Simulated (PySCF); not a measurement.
Input file for PySCF: U-M06-2X/def2-TZVPP on F (SMILES [F]).

```python
from pyscf import gto, dft

mol = gto.M(
    atom='''
    F     0.00000000    0.00000000    0.00000000
    ''',
    basis='def2-tzvpp',
    charge=0, spin=1, verbose=4, max_memory=1800)
mf = dft.UKS(mol, xc='m062x').density_fit(auxbasis='def2-universal-jkfit')
mf.grids.level = 4
mf.conv_tol = 1e-9
mf.max_cycle = 150
mf.kernel()
mf.dip_moment()
```

The log:

```
PySCF version 2.14.0

[INPUT] verbose = 4
[INPUT] num. atoms = 1
[INPUT] num. electrons = 9
[INPUT] charge = 0
[INPUT] spin (= nelec alpha-beta = 2S) = 1
[INPUT] symmetry False subgroup None
[INPUT] Mole.unit = angstrom
[INPUT] Symbol           X                Y                Z      unit          X                Y                Z       unit  Magmom
[INPUT]  1 F      0.000000000000   0.000000000000   0.000000000000 AA    0.000000000000   0.000000000000   0.000000000000 Bohr   0.0

nuclear repulsion = 0
number of shells = 11
number of NR pGTOs = 46
number of NR cGTOs = 31
basis = def2-tzvpp
ecp = {}


******** <class 'pyscf.df.df_jk.DFUKS'> ********
method = DFUKS
initial guess = minao
damping factor = 0
level_shift factor = 0
DIIS = <class 'pyscf.scf.diis.CDIIS'>
diis_start_cycle = 1
diis_space = 8
diis_damp = 0
SCF conv_tol = 1e-09
SCF conv_tol_grad = None
SCF max_cycles = 150
direct_scf = False
number electrons alpha = 5  beta = 4
XC library pyscf.dft.libxc version 7.1.2
    S. Lehtola, C. Steigemann, M. J. T. Oliveira, and M. A. L. Marques,  SoftwareX 7, 1–5 (2018)
XC functionals = m062x
    Y. Zhao and D. G. Truhlar,  Theor. Chem. Acc. 120, 215 (2008)
    Y. Zhao and D. G. Truhlar,  Theor. Chem. Acc. 120, 215 (2008)
radial grids:
    Treutler-Ahlrichs [JCP 102, 346 (1995); DOI:10.1063/1.469408] (M4) radial grids

becke partition: Becke, JCP 88, 2547 (1988); DOI:10.1063/1.454033
pruning grids: <function nwchem_prune>
grids dens level: 4
symmetrized grids: False
atomic radii adjust function: <function treutler_atomic_radii_adjust>
small_rho_cutoff = 0
Set gradient conv threshold to 3.16228e-05
tot grids = 28840
******** <class 'pyscf.df.df.DF'> ********
auxbasis = def2-universal-jkfit
init E= -99.5587280112374
  alpha nocc = 5  HOMO = -0.522201281327286  LUMO = 0.50487298765866

WARN: beta  nocc = 4  HOMO -0.522201281327392 >= LUMO -0.522201281327289


WARN: HOMO -0.522201281327286 >= LUMO -0.522201281327289

cycle= 1 E= -99.7285923272459  delta_E= -0.17  |g|= 0.132  |ddm|= 0.474
  alpha nocc = 5  HOMO = -0.604708186548114  LUMO = 0.489459828773379
  beta  nocc = 4  HOMO = -0.571182446121359  LUMO = -0.201091034315034
  HOMO = -0.571182446121  LUMO = -0.201091034315  gap/eV = 10.07070
cycle= 2 E= -99.7326884561791  delta_E= -0.0041  |g|= 0.0622  |ddm|= 0.0678
  alpha nocc = 5  HOMO = -0.57380657830481  LUMO = 0.502649246400146
  beta  nocc = 4  HOMO = -0.538268596429891  LUMO = -0.165662950845203
  HOMO = -0.53826859643  LUMO = -0.165662950845  gap/eV = 10.13912
cycle= 3 E= -99.7335901714165  delta_E= -0.000902  |g|= 0.0196  |ddm|= 0.0306
  alpha nocc = 5  HOMO = -0.581772375753279  LUMO = 0.502683439408862
  beta  nocc = 4  HOMO = -0.543993478998304  LUMO = -0.169114202899415
  HOMO = -0.543993478998  LUMO = -0.169114202899  gap/eV = 10.20098
cycle= 4 E= -99.7337114084877  delta_E= -0.000121  |g|= 0.00237  |ddm|= 0.00915
  alpha nocc = 5  HOMO = -0.581812003201586  LUMO = 0.503525061132734
  beta  nocc = 4  HOMO = -0.542880477962953  LUMO = -0.168181861799468
  HOMO = -0.542880477963  LUMO = -0.168181861799  gap/eV = 10.19607
cycle= 5 E= -99.7337157607344  delta_E= -4.35e-06  |g|= 0.000381  |ddm|= 0.00251
  alpha nocc = 5  HOMO = -0.581961666255168  LUMO = 0.503565285868575
  beta  nocc = 4  HOMO = -0.542783484045568  LUMO = -0.168211055614513
  HOMO = -0.542783484046  LUMO = -0.168211055615  gap/eV = 10.19263
cycle= 6 E= -99.7337160076376  delta_E= -2.47e-07  |g|= 0.000184  |ddm|= 0.000524
  alpha nocc = 5  HOMO = -0.581968608870546  LUMO = 0.503570627921491
  beta  nocc = 4  HOMO = -0.542770196525511  LUMO = -0.168205018899727
  HOMO = -0.542770196526  LUMO = -0.1682050189  gap/eV = 10.19244
cycle= 7 E= -99.7337161744122  delta_E= -1.67e-07  |g|= 0.000182  |ddm|= 0.000384
  alpha nocc = 5  HOMO = -0.581969118787508  LUMO = 0.503570263992984
  beta  nocc = 4  HOMO = -0.542770462362324  LUMO = -0.168205011771747
  HOMO = -0.542770462362  LUMO = -0.168205011772  gap/eV = 10.19245
cycle= 8 E= -99.7337162324125  delta_E= -5.8e-08  |g|= 0.000182  |ddm|= 0.000133
  alpha nocc = 5  HOMO = -0.581895018170787  LUMO = 0.503561973540563
  beta  nocc = 4  HOMO = -0.542788688138412  LUMO = -0.167887356706615
  HOMO = -0.542788688138  LUMO = -0.167887356707  gap/eV = 10.20158
cycle= 9 E= -99.7337072090247  delta_E= 9.02e-06  |g|= 0.000293  |ddm|= 0.0245
  alpha nocc = 5  HOMO = -0.581884618019576  LUMO = 0.503562240028437
  beta  nocc = 4  HOMO = -0.542787254118638  LUMO = -0.167852515020449
  HOMO = -0.542787254119  LUMO = -0.16785251502  gap/eV = 10.20249
cycle= 10 E= -99.7337063392926  delta_E= 8.7e-07  |g|= 0.000314  |ddm|= 0.00324
  alpha nocc = 5  HOMO = -0.581981394913386  LUMO = 0.503568426323469
  beta  nocc = 4  HOMO = -0.541845992727401  LUMO = -0.169155490407732
  HOMO = -0.541845992727  LUMO = -0.169155490408  gap/eV = 10.14143
cycle= 11 E= -99.7337070514834  delta_E= -7.12e-07  |g|= 0.000608  |ddm|= 0.00297
  alpha nocc = 5  HOMO = -0.581588849977096  LUMO = 0.503557979024428
  beta  nocc = 4  HOMO = -0.54280494522456  LUMO = -0.166528014294592
  HOMO = -0.542804945225  LUMO = -0.166528014295  gap/eV = 10.23902
cycle= 12 E= -99.7337035105828  delta_E= 3.54e-06  |g|= 0.00121  |ddm|= 0.0415
  alpha nocc = 5  HOMO = -0.581572008515345  LUMO = 0.503557829230139
  beta  nocc = 4  HOMO = -0.542805365415217  LUMO = -0.166451495637119
  HOMO = -0.542805365415  LUMO = -0.166451495637  gap/eV = 10.24111
cycle= 13 E= -99.7337037794686  delta_E= -2.69e-07  |g|= 0.00126  |ddm|= 0.00209
  alpha nocc = 5  HOMO = -0.58163128527771  LUMO = 0.50355989472019
  beta  nocc = 4  HOMO = -0.542800200687431  LUMO = -0.166725135382627
  HOMO = -0.542800200687  LUMO = -0.166725135383  gap/eV = 10.23352
cycle= 14 E= -99.7337033763271  delta_E= 4.03e-07  |g|= 0.00108  |ddm|= 0.00384
  alpha nocc = 5  HOMO = -0.581737844953464  LUMO = 0.503561070264645
  beta  nocc = 4  HOMO = -0.542797769123106  LUMO = -0.167200566213737
  HOMO = -0.542797769123  LUMO = -0.167200566214  gap/eV = 10.22052
cycle= 15 E= -99.7337033457374  delta_E= 3.06e-08  |g|= 0.000755  |ddm|= 0.00178
  alpha nocc = 5  HOMO = -0.581983910410213  LUMO = 0.503564840521278
  beta  nocc = 4  HOMO = -0.542501999103905  LUMO = -0.168569706279762
  HOMO = -0.542501999104  LUMO = -0.16856970628  gap/eV = 10.17522
cycle= 16 E= -99.7337030542643  delta_E= 2.91e-07  |g|= 0.000178  |ddm|= 0.0117
  alpha nocc = 5  HOMO = -0.581979540556051  LUMO = 0.503563522509985
  beta  nocc = 4  HOMO = -0.542792181712979  LUMO = -0.168288864543733
  HOMO = -0.542792181713  LUMO = -0.168288864544  gap/eV = 10.19075
cycle= 17 E= -99.7337030364721  delta_E= 1.78e-08  |g|= 1.65e-05  |ddm|= 0.00234
  alpha nocc = 5  HOMO = -0.58198427076375  LUMO = 0.503563323919934
  beta  nocc = 4  HOMO = -0.542786990855179  LUMO = -0.168315480717993
  HOMO = -0.542786990855  LUMO = -0.168315480718  gap/eV = 10.18989
cycle= 18 E= -99.7337030368377  delta_E= -3.66e-10  |g|= 8.71e-06  |ddm|= 0.000163
  alpha nocc = 5  HOMO = -0.581984700062864  LUMO = 0.503563188349062
  beta  nocc = 4  HOMO = -0.54279250459305  LUMO = -0.16831107906539
  HOMO = -0.542792504593  LUMO = -0.168311079065  gap/eV = 10.19016
Extra cycle  E= -99.7337030370921  delta_E= -2.54e-10  |g|= 8.18e-06  |ddm|= 1.32e-05
converged SCF energy = -99.7337030370921  <S^2> = 0.75169168  2S+1 = 2.001691
Dipole moment(X, Y, Z, Debye):  0.00000,  0.00000, -0.00000
```

Self-consistency was reached.

Cost: about 5 core-seconds (a rough figure).
